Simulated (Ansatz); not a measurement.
Ansatz (a program for electronic structure) input (CCSD(T)/6-31G):

Ansatz 0.2 input:
```yaml
crystal:
  periodic: [false, false, false]
  atoms:
    - {symbol: C, position_ang: [-1.93316744, 0.10856913, -0.08207281]}
    - {symbol: C, position_ang: [-1.23742733, -1.19134183, 0.12153581]}
    - {symbol: C, position_ang: [0.17241586, -1.18304788, 0.59800190]}
    - {symbol: C, position_ang: [1.03417128, -0.15771119, -0.15196171]}
    - {symbol: C, position_ang: [0.34412962, 1.20426018, -0.16856691]}
    - {symbol: C, position_ang: [-1.03997165, 1.12545357, -0.81068795]}
    - {symbol: N, position_ang: [2.33738485, -0.04569424, 0.50594611]}
    - {symbol: H, position_ang: [-2.20628471, 0.53959210, 0.89727596]}
    - {symbol: H, position_ang: [-2.87317399, -0.03222413, -0.62013512]}
    - {symbol: H, position_ang: [-1.80719040, -2.11109451, 0.14356510]}
    - {symbol: H, position_ang: [0.61795387, -2.17874229, 0.51759275]}
    - {symbol: H, position_ang: [0.21916912, -0.91091351, 1.66614984]}
    - {symbol: H, position_ang: [1.11976890, -0.49932301, -1.19584320]}
    - {symbol: H, position_ang: [0.26435825, 1.56228664, 0.86316801]}
    - {symbol: H, position_ang: [0.96889050, 1.92461205, -0.70582990]}
    - {symbol: H, position_ang: [-0.93775673, 0.82518126, -1.85805778]}
    - {symbol: H, position_ang: [-1.51472382, 2.10925770, -0.80743219]}
    - {symbol: H, position_ang: [2.93707403, 0.59741306, 0.00086833]}
    - {symbol: H, position_ang: [2.80931899, -0.94327774, 0.51956552]}
basis:
  gaussian:
    orbitals: 6-31G
magnetization: {spin_polarized: true, initial_magnetization: 1}
correlation: {method: ccsd_t, electrons: outside_noble_gas}
```

Output:

```
Functional definition: HF
integrals: 0.21 GiB planned
1278 factors; integrals over basis functions are off by at most 2.1e-4 eV
0.37 GiB of device memory are held for the factors and their scratch space
mean field: 0.44 GiB planned
mean field evaluation 1: about -7846.1020 eV, gradient 2.5e1 eV
mean field evaluation 2: about -7846.0981 eV, gradient 2.5e1 eV
mean field evaluation 4: about -7849.9113 eV, gradient 3.0e0 eV
mean field evaluation 8: about -7849.9911 eV, gradient 5.6e-4 eV
mean field evaluation 16: about -7849.9190 eV, gradient 3.0e0 eV
mean field evaluation 32: about -7849.9904 eV, gradient 1.5e-5 eV
mean field -7849.99036882 eV, -288.4818251396 hartree, gradient 1.1e-6 eV, S^2 0.764723; 1 other end points of the search recorded, 0 dependent functions left out
7 core orbitals not correlated
reference -7849.99036882 eV, -288.4818251396 hartree; 21, 20 occupied and 59, 60 virtual orbitals, 1278 factors
second order -17.11100491 eV of doubles, -0.00000000 eV of singles
coupled cluster: 1.18 GiB planned
cycle   1  -18.39371928 eV  change    -1.3e0 eV  update   9.5e-2
cycle   2  -19.04586582 eV  change   -6.5e-1 eV  update   3.3e-2
cycle   3  -19.15657677 eV  change   -1.1e-1 eV  update   1.2e-2
cycle   4  -19.16330439 eV  change   -6.7e-3 eV  update   4.0e-3
cycle   5  -19.16394553 eV  change   -6.4e-4 eV  update   1.6e-3
cycle   6  -19.16394039 eV  change    5.1e-6 eV  update   6.6e-4
cycle   7  -19.16382730 eV  change    1.1e-4 eV  update   2.4e-4
cycle   8  -19.16382230 eV  change    5.0e-6 eV  update   8.4e-5
cycle   9  -19.16382860 eV  change   -6.3e-6 eV  update   3.2e-5
perturbative correction -0.47573237 eV, -0.0174828421 hartree
Total energy: -7869.62992979 eV, -289.2035656930 hartree
```

It need not be the lowest isomer of its formula.
